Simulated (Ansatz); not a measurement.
Reaction (redistribution): `NB(F)[SiH3]` + `FC[SiH2]F` → `NB(F)F` + `F[SiH2]C[SiH3]`

Program: Ansatz. Geometries: PBE0-D4/def2-TZVP. ΔE: electronic, gas phase. CCSD(T)/CBS adds triple-zeta CCSD(T) − MP2 to the extrapolated MP2 energy (def2 sets, frozen cores). DFT in def2-TZVPP. B3LYP here is the variant with VWN-RPA as its local correlation; programs differ in this. One conformer a species, not always the lowest.

```
         level  ΔE (kcal/mol)
      B3LYP-D4          -65.4
          PBE0          -65.1
  HF/CBS(def2)          -70.2
CCSD/CBS(def2)          -68.8
```

(1) What does CCSD(T)/CBS give? (An estimate is asked.)

Largest T1 diagnostic among the species: 0.013.

## Answers

(1) Computed: -68.3 kcal/mol. The listed levels differ from it by 2.9, 3.2, -1.9, -0.5 kcal/mol.

The D4 term adds −1.1 kcal/mol with B3LYP and −0.6 kcal/mol with PBE0; it sums over pairs of atoms, weighted by their polarisabilities, and B3LYP, whose exchange is more repulsive, gets the larger term. From PBE to PBE0 (25 % exact exchange), in def2-TZVPP and without D4, ΔE moves by −3.6 kcal/mol.
